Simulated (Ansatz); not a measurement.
Job for Ansatz (a quantum-chemistry and plane-wave program): R-CCSD(T)/cc-pV(D+d)Z on SiH4 (SMILES [SiH4]). The basis file is the Basis Set Exchange's JSON of that set.

Ansatz 0.2 input:
```yaml
crystal:
  periodic: [false, false, false]
  atoms:
    - {symbol: Si, position_ang: [-0.00000000, -0.00000000, 0.00000000]}
    - {symbol: H, position_ang: [0.86054855, 0.86054855, 0.86054855]}
    - {symbol: H, position_ang: [-0.86054855, -0.86054855, 0.86054855]}
    - {symbol: H, position_ang: [-0.86054855, 0.86054855, -0.86054855]}
    - {symbol: H, position_ang: [0.86054855, -0.86054855, -0.86054855]}
basis:
  gaussian:
    orbitals: cc-pV_D+d_Z.json
magnetization: {spin_polarized: false}
correlation: {method: ccsd_t, electrons: outside_noble_gas}
scf: {lower_state_search: off}
```

Output:

```
WARN ansatz: RAYON_NUM_THREADS=4 ignored (pool sized by the plan → 4); use --threads N
Functional definition: HF
these checks for a lower state are left out or cut short: stability, starts, cluster_reference, orbital_swaps, neighbouring_geometries, increment
integrals: 0.01 GiB planned
426 factors; integrals over basis functions are off by at most 9.7e-4 eV
mean field: 0.06 GiB planned
mean field evaluation 1: about -7924.7383 eV, gradient 9.6e0 eV
mean field evaluation 2: about -7924.7388 eV, gradient 9.6e0 eV
mean field evaluation 4: about -7925.3116 eV, gradient 3.4e-1 eV
mean field evaluation 8: about -7925.3123 eV, gradient 2.0e-5 eV
mean field -7925.31227123 eV, -291.2498539980 hartree, gradient 7.9e-7 eV, S^2 0.000000; 0 other end points of the search recorded, 0 dependent functions left out
5 core orbitals not correlated
reference -7925.31227123 eV, -291.2498539980 hartree; 4, 4 occupied and 34, 34 virtual orbitals, 426 factors
second order -3.16268870 eV of doubles, -0.00000000 eV of singles
coupled cluster: 0.07 GiB planned
cycle   1  -3.78925806 eV  change   -6.3e-1 eV  update   5.5e-2
cycle   2  -4.00920775 eV  change   -2.2e-1 eV  update   1.8e-2
cycle   3  -4.01272497 eV  change   -3.5e-3 eV  update   4.0e-3
cycle   4  -4.01203067 eV  change    6.9e-4 eV  update   1.1e-3
cycle   5  -4.01180972 eV  change    2.2e-4 eV  update   3.1e-4
cycle   6  -4.01174964 eV  change    6.0e-5 eV  update   5.6e-5
cycle   7  -4.01177198 eV  change   -2.2e-5 eV  update   8.2e-6
cycle   8  -4.01177016 eV  change    1.8e-6 eV  update   1.9e-6
perturbative correction -0.06744251 eV, -0.0024784666 hartree
Total energy: -7929.39148390 eV, -291.3997622986 hartree
Checks for a lower state left out: stability, starts, cluster_reference, orbital_swaps, neighbouring_geometries, increment
```

Self-consistency was reached.

Cost: about 0.6 core-seconds (a rough figure).
